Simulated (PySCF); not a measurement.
`CCP(C)c1ccccc1`: 4 charge schemes on one density

C₉H₁₃P.
Structure used (GFN2-xTB), in Å, numbered top down from 1:
```
atom  x, y, z in Å
C1    -2.2008    1.4977   -0.6837
C2    -2.1672    0.3698    0.3376
P3    -1.2280   -1.1014   -0.3229
C4    -1.1692   -2.0926    1.2427
C5     0.4731   -0.3925   -0.2990
C6     1.0518    0.2198    0.8067
C7     2.3381    0.7220    0.7342
C8     3.0626    0.6191   -0.4420
C9     2.4935    0.0158   -1.5500
C10    1.2064   -0.4857   -1.4766
H11   -1.1902    1.8303   -0.9167
H12   -2.6683    1.1592   -1.6061
H13   -2.7644    2.3475   -0.3018
H14   -3.1837    0.0261    0.5502
H15   -1.7209    0.7133    1.2747
H16   -2.1585   -2.5115    1.4203
H17   -0.4647   -2.9119    1.1104
H18   -0.8727   -1.4932    2.1011
H19    0.5030    0.3122    1.7336
H20    2.7799    1.1967    1.5992
H21    4.0689    1.0084   -0.4932
H22    3.0531   -0.0644   -2.4707
H23    0.7537   -0.9576   -2.3379
```

Density: PBE0/pcSseg-1 (PySCF); schemes: Mulliken, IAO, Hirshfeld and ESP-fitted. The structure is a single GFN2-xTB conformer in the gas phase; no vibrational or solvent corrections.

Tabulate the Mulliken, IAO, Hirshfeld and ESP-fitted charges.

In e:

```csv
atom,environment,Mulliken,IAO,Hirshfeld,ESP-fitted
C1,methyl carbon,-0.261,-0.416,-0.124,-0.502
C2,sp3 carbon bound to phosphorus,-0.454,-0.425,-0.113,+0.192
P3,phosphine phosphorus,+0.383,+0.485,+0.154,-0.357
C4,sp3 carbon bound to phosphorus,-0.455,-0.606,-0.168,-0.287
C5,substituted aromatic carbon,-0.464,-0.195,-0.049,+0.440
C6,aromatic CH carbon,+0.001,-0.146,-0.045,-0.356
C7,aromatic CH carbon,-0.077,-0.150,-0.048,-0.151
C8,aromatic CH carbon,-0.078,-0.148,-0.046,-0.132
C9,aromatic CH carbon,-0.070,-0.152,-0.048,-0.224
C10,aromatic CH carbon,-0.014,-0.144,-0.051,-0.142
H11,methyl hydrogen,+0.131,+0.143,+0.032,+0.136
H12,methyl hydrogen,+0.118,+0.142,+0.036,+0.133
H13,methyl hydrogen,+0.120,+0.142,+0.041,+0.118
H14,methylene hydrogen,+0.142,+0.142,+0.037,+0.069
H15,methylene hydrogen,+0.133,+0.126,+0.032,-0.022
H16,methyl hydrogen,+0.141,+0.154,+0.042,+0.145
H17,methyl hydrogen,+0.149,+0.159,+0.042,+0.119
H18,methyl hydrogen,+0.128,+0.136,+0.037,+0.033
H19,aromatic hydrogen,+0.082,+0.141,+0.046,+0.235
H20,aromatic hydrogen,+0.087,+0.152,+0.050,+0.143
H21,aromatic hydrogen,+0.091,+0.153,+0.051,+0.145
H22,aromatic hydrogen,+0.091,+0.153,+0.051,+0.169
H23,aromatic hydrogen,+0.074,+0.154,+0.042,+0.096
```

Mean size of the charges over all atoms: IAO 0.207 e, ESP-fitted 0.189 e, Mulliken 0.163 e, Hirshfeld 0.060 e. Each set sums to the total charge, 0, to within 0.001 e. The ESP scheme is a least-squares fit of atom-centred charges to the potential on four shells outside the van der Waals surface, with the total charge fixed. The Mulliken scheme counts on each atom the diagonal of the density matrix times the overlap matrix over that atom's basis functions.

Lowest charge. The schemes don't all agree: Mulliken C5 (-0.464); IAO C4 (-0.606); Hirshfeld C4 (-0.168); ESP-fitted C1 (-0.502).

Highest charge. The schemes don't all agree: Mulliken P3 (+0.383); IAO P3 (+0.485); Hirshfeld P3 (+0.154); ESP-fitted C5 (+0.440).

Sum the charges by element, for elements with more than one atom.

| element | atoms | Mulliken | IAO | Hirshfeld | ESP-fitted |
| --- | --- | --- | --- | --- | --- |
| C | 9 | -1.871 | -2.383 | -0.691 | -1.162 |
| H | 13 | +1.488 | +1.897 | +0.538 | +1.519 |

How closely do the schemes follow one another over all atoms?

Correlation coefficient and root-mean-square difference: IAO with Hirshfeld 1.00, 0.174 e; Mulliken with IAO 0.92, 0.095 e; Mulliken with Hirshfeld 0.90, 0.152 e; Hirshfeld with ESP-fitted 0.34, 0.211 e; IAO with ESP-fitted 0.33, 0.272 e; Mulliken with ESP-fitted 0.03, 0.304 e.

How many electrons does the Hirshfeld scheme count on C2?

Z − q = 6 − (-0.113) ≈ 6.112.

The run behind these numbers computed NMR shieldings as well. Time: 50 s of wall time. Hardware: one thread of an Arm Neoverse V2, shared host.
